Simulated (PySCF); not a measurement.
Species: C4H8N (charge 0, doublet). It need not be the lowest isomer of its formula. SMILES: N[C]1CCC1
Coordinates optimised at B3LYP-D3(BJ)/def2-TZVP (Ansatz):
```xyz
13

C     -1.5079     0.2756     0.3217
C     -0.6076    -0.9939     0.2447
C      0.5677    -0.0625     0.1244
C     -0.2929     1.1479    -0.1154
N      1.7800    -0.3454    -0.4991
H     -1.8453     0.4953     1.3333
H     -2.3652     0.2888    -0.3488
H     -0.7897    -1.5861    -0.6638
H     -0.6386    -1.6747     1.1003
H     -0.0919     2.0468     0.4746
H     -0.3445     1.4438    -1.1732
H      2.2104    -1.2114    -0.2040
H      2.4490     0.4123    -0.4770
```
Charge 0, spin multiplicity 2.

Dispersion corrections to the total energy (kcal/mol) from the dftd3 and dftd4 libraries through PySCF: D3(BJ) without and D4 with the three-body term, each with the damping fitted for the functional named.

```json
[
 {"functional": "r2SCAN", "D3(BJ)": "-1.62", "D4": "?"},
 {"functional": "HSE06", "D3(BJ)": "-3.53", "D4": "-4.21"},
 {"functional": "CAM-B3LYP", "D3(BJ)": "-4.22", "D4": "?"},
 {"functional": "PW6B95", "D3(BJ)": "-2.62", "D4": "-4.76"},
 {"functional": "PBE", "D3(BJ)": "-5.86", "D4": "-5.50"},
 {"functional": "PBE0", "D3(BJ)": "-4.92", "D4": "?"},
 {"functional": "B2GP-PLYP", "D3(BJ)": "-3.08", "D4": "-2.27"}
]
```

Question: Complete the blanks.

Answer: 
- r2SCAN, D4: -1.39
- CAM-B3LYP, D4: -4.54
- PBE0, D4: -4.58
